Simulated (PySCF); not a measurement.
Electron correlation in Br²⁺ (bromine, charge +2)

[Ar] 3d10 4s2 4p3, high-spin 4S determinant. Computed with PySCF 2.14 in def2-QZVPPD (12s8p5d4f1g, 98 functions), with no relativity, point nucleus. Frozen: [Ar] 3d10; 5 electrons correlated.

MP2 pair energies summed by pair of shells (mhartree):

```tsv
pair	energy	share (%)
4s-4p	-58.07	67.5
4p-4p	-18.33	21.3
4s-4s	-9.67	11.2
```

Total MP2 correlation energy: -86.07 mhartree.

Same-spin part -21.76 and opposite-spin part -64.31 mhartree; SCS-MP2 scales them by 1/3 and 6/5 to -84.43 mhartree.
